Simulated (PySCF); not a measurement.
**Core-level binding energies of (BeS)4 ring**

Species: (BeS)4 ring, Be4S4.
Structure used (PBE0-D3(BJ)/def2-SVP), in Å, numbered top down from 1:
```
atom  x, y, z in Å
Be1   -0.6137   -1.2585   -1.3136
S2     0.9438   -0.9047   -2.3383
Be3    1.5629    0.3519   -1.0588
S4     2.1510    1.5914    0.2519
Be5    0.6137    1.2585    1.3136
S6    -0.9437    0.9045    2.3385
Be7   -1.5629   -0.3520    1.0589
S8    -2.1511   -1.5912   -0.2520
```

Computed with delta-SCF UKS SCAN, pcX-2 on the ionised atom, pcseg-1 elsewhere, spin-free X2C (PySCF 2.14.0). These are vertical core ionisation energies against the vacuum level, from separate self-consistent calculations with and without the core hole.

Problem. List the computed XPS lines with their assignment.

Solution. 
```csv
atom(s),bonded to,level,binding energy (eV),2p1/2 (eV),count
Be1/Be3/Be5/Be7,2 S,Be 1s,121.17,–,4
S2/S4/S6/S8,2 Be,S 2p3/2,168.86,170.08,4
S2/S4/S6/S8,2 Be,S 1s,2476.61,–,4
```

Problem. Which effective nuclear charge Zeff reproduces each element's mean 1s value in the hydrogen-like formula E = 13.606 eV × Zeff²?

Solution. Be (Z = 4): mean 121.2 eV, Zeff = 2.98, Z − Zeff = 1.02; S (Z = 16): mean 2476.6 eV, Zeff = 13.49, Z − Zeff = 2.51. Means run over the listed sites, weighted by atom count.

Atoms equivalent by their bonding share one computed value, that of the first of them. Spin–orbit and ligand-field terms were added within each 2p shell after the spin-free SCF. 2p1/2 minus 2p3/2 (ligand field included): S 1.23 eV. Isolated species at its PBE0-D3(BJ)/def2-SVP geometry, gas phase.

The run took 23 s wall on an x86-64 server with one thread, on a shared host.
